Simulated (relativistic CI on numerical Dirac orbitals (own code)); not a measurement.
The 5d ions of charge 2+

These numbers are calculated, not measured: Dirac-Coulomb-Breit CI, separate exchange-only KLI orbitals for each configuration, model QED (radiative potential, 1s self-energy scaled to tabulated hydrogen-like ionisation energies), unscaled Slater integrals (own radial code, finite nucleus).

Each species is treated in one configuration, given outside its closed core, with all valence electrons in the open shell. Radial values are for the open shell of highest l, unscaled and averaged over j; ζ includes the Breit term. Labels give the leading LS character, summed over repeated terms.

```csv
Ion,Configuration,Its lowest level,LS weight (%),Next level,E (cm⁻¹),g_J,g√(J(J+1)),F² (cm⁻¹),F⁴ (cm⁻¹)
Lu2+,5d,2D_3/2,100,2D_5/2,2100.5,0.799,1.55,,
Hf2+,5d2,3F_2,97,3F_3,2178.5,0.676,1.66,48300,31480
Ta2+,5d3,4F_3/2,96,4F_5/2,1747,0.415,0.80,51530,33690
W2+,5d4,5D_0,89,5D_1,1126.8,,0.00,54680,35850
Re2+,5d5,6S_5/2,95,4G_5/2,20491,1.982,5.86,57730,37930
Os2+,5d6,5D_4,91,5D_3,3780.4,1.477,6.60,60680,39950
Ir2+,5d7,4F_9/2,90,4F_7/2,6619.4,1.309,6.51,63540,41910
Pt2+,5d8,3F_4,97,J = 2 (mixed),8252.9,1.243,5.56,66320,43810
Au2+,5d9,2D_5/2,100,2D_3/2,12169,1.200,3.55,,
```

NIST ASD lists another ground level for Lu2+ (2S1/2).

With one configuration, terms of near-neutral atoms and ions can be 10 to 25 % off, and close levels can change places.
